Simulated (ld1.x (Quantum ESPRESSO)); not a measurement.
## Mn (Z = 25) TM: all-electron and pseudo phase curves

```
Element                 : manganese (Mn)
Generator               : ld1.x (Quantum ESPRESSO) 7.5
Type                    : norm-conserving Troullier–Martins (Kleinman–Bylander form)
Functional              : PBEsol
Relativity              : fully relativistic
Frozen core             : [Ar]
Valence charge          : 7
Reference configuration : 3d5 4s2 4p0
Partial waves           : 4p (bound, empty): rc 3.30 bohr; 3d (bound): rc 2.05 bohr; 4s (bound): rc 1.90 bohr
Local potential         : the s channel
Core correction         : none
```

Open shells are filled in proportion to 2j + 1 (rel_dist='average').

The phase is arctan(r·u′/u) with u = r·R(r), unwrapped; energies in Ry, scanned from -2 to 5 Ry. A pole is an energy at which the radial function vanishes at the test radius. The pseudo phase is shifted by a multiple of π to meet the all-electron one at the reference energy, and phase errors are pseudo minus all-electron; the curves can meet again beyond the range given. Levels narrower than the energy grid can be missing from the lists of poles.

```json
{"channel": "s", "radius (bohr)": "3.58", "reference energy (Ry)": "-0.38", "poles, all-electron": "0.17, 4.04", "poles, pseudo": "0.16, 3.09", "unbroken range about the reference energy with phases within 0.05 rad": "below 1.1", "phase error 1 Ry above the reference energy (rad)": "-0.009"}
{"channel": "p1/2", "radius (bohr)": "3.58", "reference energy (Ry)": "-0.10", "poles, all-electron": "0.79, 4.73", "poles, pseudo": "0.79", "unbroken range about the reference energy with phases within 0.05 rad": "below 2.3", "phase error 1 Ry above the reference energy (rad)": "-0.001"}
{"channel": "p3/2", "radius (bohr)": "3.58", "reference energy (Ry)": "-0.10", "poles, all-electron": "0.81, 4.77", "poles, pseudo": "0.80", "unbroken range about the reference energy with phases within 0.05 rad": "the whole range", "phase error 1 Ry above the reference energy (rad)": "-0.002"}
{"channel": "d3/2", "radius (bohr)": "3.58", "reference energy (Ry)": "-0.50", "poles, all-electron": "-0.47, 1.97", "poles, pseudo": "-0.47, 2.32", "unbroken range about the reference energy with phases within 0.05 rad": "below 0.3", "phase error 1 Ry above the reference energy (rad)": "+0.118"}
{"channel": "d5/2", "radius (bohr)": "3.58", "reference energy (Ry)": "-0.50", "poles, all-electron": "-0.46, 1.98", "poles, pseudo": "-0.46, 2.32", "unbroken range about the reference energy with phases within 0.05 rad": "below 0.3", "phase error 1 Ry above the reference energy (rad)": "+0.122"}
```

Phases in the d3/2 channel:

| E (Ry) | all-electron | pseudo |
| --- | --- | --- |
| -2.00 | 1.377 | 1.377 |
| -1.76 | 1.364 | 1.364 |
| -1.52 | 1.349 | 1.349 |
| -1.28 | 1.328 | 1.329 |
| -1.04 | 1.300 | 1.301 |
| -0.80 | 1.248 | 1.250 |
| -0.56 | 0.835 | 0.841 |
| -0.32 | -1.831 | -1.827 |
| -0.08 | -1.943 | -1.934 |
| 0.16 | -2.078 | -2.055 |
| 0.40 | -2.346 | -2.274 |
| 0.64 | -3.029 | -2.790 |
| 0.88 | -3.947 | -3.688 |
| 1.12 | -4.353 | -4.218 |
| 1.36 | -4.526 | -4.440 |
| 1.60 | -4.621 | -4.554 |
| 1.84 | -4.684 | -4.624 |
| 2.08 | -4.734 | -4.674 |
| 2.32 | -4.779 | -4.713 |
| 2.56 | -4.825 | -4.746 |
| 2.80 | -4.880 | -4.777 |
| 3.04 | -4.958 | -4.809 |
| 3.28 | -5.095 | -4.844 |
| 3.52 | -5.429 | -4.887 |
| 3.76 | -6.438 | -4.946 |
| 4.00 | -7.272 | -5.036 |
| 4.24 | -7.536 | -5.203 |
| 4.48 | -7.651 | -5.603 |
| 4.72 | -7.715 | -6.530 |
| 4.96 | -7.758 | -7.217 |
